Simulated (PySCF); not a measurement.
```xyz
4
charge 0 multiplicity 3, angstrom
Ta    0.0000    0.0000   -0.0432
F     0.0000    0.0000    1.8686
F     1.7520    0.0000   -0.7307
F    -1.7520    0.0000   -0.7307
```

Level of theory: UB3LYP in PySCF with Ta def2-SVP with ECP60, F def2-SVP; scalar-relativistic core potentials, no spin–orbit coupling; density-fitted integrals.

This geometry of TaF₃ is a stationary point at this level.

What is the point group?

C2v.

Is it a minimum?

No: it has 1 imaginary mode, at 96i cm⁻¹ (b2).

List the harmonic modes with their infrared intensities.


| symmetry | ω (cm⁻¹) | IR (km/mol) |
| --- | --- | --- |
| b2 | 96i | – |
| b1 | 124 | 8.8 |
| a1 | 154 | 7.2 |
| b2 | 661 | 182 |
| a1 | 671 | 98.7 |
| a1 | 692 | 16.0 |

In C2v the vibrations span 2b2 + b1 + 3a1. Here b1 is antisymmetric to the molecular plane and b2 lies in it.

Other isomers or separated fragments may lie lower. Open d and f shells are described by one determinant, and the ground state may have another occupation or spin. At this level a singlet minimum of D3h symmetry lies 48 kJ/mol below this structure. With an element this heavy the missing spin–orbit coupling can shift these numbers.
